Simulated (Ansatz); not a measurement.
Reaction (ligand exchange at a Ge–S bond): `[GeH3][S][GeH3]` + HI → `[GeH3][I]` + `[SH][GeH3]`

Isolated molecules relaxed with PBE0-D4/def2-TZVP in Ansatz; ΔE leaves out vibrations. CBS: MP2 limit from def2 TZ/QZ plus the TZ coupled-cluster correction, frozen cores. DFT in def2-TZVPP. B3LYP here is the variant with VWN-RPA as its local correlation; programs differ in this. HSE06 is defined as in plane-wave codes. def2 core potentials past Kr. For Ge, I outer-core shells are correlated without core-valence functions, which leaves a few kJ/mol of doubt a bond. Scalar relativity is left out up to krypton.

`[GeH3][S][GeH3]`:

```xyz
9

Ge   -0.249   -0.299    1.636
S    -0.390   -1.419   -0.277
Ge    0.225    0.214   -1.653
H     1.192    0.194    1.848
H    -0.652   -1.289    2.735
H    -1.205    0.905    1.610
H     1.640    0.696   -1.292
H     0.199   -0.390   -3.062
H    -0.761    1.389   -1.545
```

HI:

```xyz
2

I    -0.047    0.799   -0.089
H     0.047   -0.799    0.089
```

`[GeH3][I]`:

```xyz
5

Ge   -0.033    0.131   -0.181
I     0.333   -1.324    1.836
H    -0.953    1.281    0.240
H    -0.684   -0.736   -1.264
H     1.337    0.649   -0.631
```

`[SH][GeH3]`:

```xyz
6

S    -1.591   -0.630    0.190
Ge    0.547   -0.022    0.102
H    -2.022    0.380   -0.584
H     0.728    1.385    0.690
H     1.053   -0.051   -1.349
H     1.285   -1.062    0.952
```

(1) Is it downhill or uphill in electronic energy at CCSD(T)/CBS, and by how much? (An estimate is asked.)

(2) What do these levels give: LDA (SPW92), B3LYP-D4, HSE06-D4, CAM-B3LYP-D4, ωB97X-V, B3LYP, r2SCANh, r2SCAN0, RPA@PBE/def2-TZVPP, CCSD(T)/def2-SVP, CCSD/def2-TZVPP, MP2/CBS(def2)? (Estimate.)

Largest T1 diagnostic among the species: 0.011.

## Answers

(1) Ansatz gave: Downhill: ΔE = -7.5 kcal/mol.

(2) Computed: LDA (SPW92) -6.8, B3LYP-D4 -7.9, HSE06-D4 -8.0, CAM-B3LYP-D4 -7.9, ωB97X-V -8.0, B3LYP -9.2, r2SCANh -8.2, r2SCAN0 -8.5, RPA@PBE/def2-TZVPP -6.2, CCSD(T)/def2-SVP -7.3, CCSD/def2-TZVPP -7.2, MP2/CBS(def2) -8.0 kcal/mol.

Leaving LDA and LC-ωPBE aside and taking each functional with its dispersion term where it has one, the values, not all of them listed here, spread over 2.2 kcal/mol, from BHLYP-D4 to B97M-V. LDA lies +1.4 kcal/mol from PBE without D4. In def2-TZVPP, CCSD(T) changes the Hartree–Fock value by +4.1 kcal/mol (the triples alone add +0.6 kcal/mol) and MP2 by +3.6 kcal/mol.
